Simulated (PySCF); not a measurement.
SMILES C(#N)/C=C\[Si](C)(C)C, GFN2-xTB optimised geometry.

```
19

C     -0.95    -0.31    -1.48
Si    -0.27     0.67     0.00
C      1.63     0.67     0.00
C     -0.95     2.45     0.00
C     -0.89    -0.14     1.61
C     -0.63    -1.39     1.98
C      0.15    -2.28     1.21
N      0.78    -3.02     0.60
H     -0.64     0.14    -2.42
H     -0.59    -1.33    -1.47
H     -2.04    -0.34    -1.48
H      2.02    -0.34     0.03
H      2.03     1.21     0.86
H      2.02     1.15    -0.90
H     -2.03     2.47     0.03
H     -0.59     3.02     0.86
H     -0.64     2.99    -0.89
H     -1.50     0.45     2.28
H     -1.00    -1.82     2.91
```

Density from B3LYP/def2-SVP in PySCF at that geometry.

Minimum of the electron density along straight lines between bonded atoms, close to the bond critical point (lines longer than 1.1 times the sum of covalent radii, or with two minima, are not listed):

```csv
bond,length / Å,ρ at the minimum / e bohr⁻³,∇²ρ there / e bohr⁻⁵,position (fraction from the first atom)
C1–Si2,1.905,0.111,0.31,0.62
Si2–C3,1.905,0.111,0.31,0.38
Si2–C4,1.906,0.111,0.32,0.38
Si2–C5,1.905,0.108,0.35,0.38
C5–C6,1.335,0.337,-0.90,0.49
C6–C7,1.407,0.292,…,0.46
C7–N8,1.148,…,…,0.34
C1–H9,1.086,0.272,-0.97,0.62
C1–H10,1.086,0.274,-0.99,0.63
C1–H11,1.086,0.272,-0.97,0.62
C3–H12,1.086,0.274,-0.99,0.63
C3–H13,1.086,0.272,-0.97,0.62
C3–H14,1.086,0.272,-0.97,0.62
C4–H15,1.086,0.272,-0.97,0.62
C4–H16,1.086,0.272,-0.97,0.62
C4–H17,1.085,0.273,-0.98,0.62
C5–H18,1.083,0.280,-1.05,0.63
C6–H19,1.085,0.281,-1.08,0.64
```

**Question.** Complete the blanks.

**Answer.** 
- C6–C7, ∇²ρ there / e bohr⁻⁵: -0.79
- C7–N8, ρ at the minimum / e bohr⁻³: 0.477
- C7–N8, ∇²ρ there / e bohr⁻⁵: 0.39
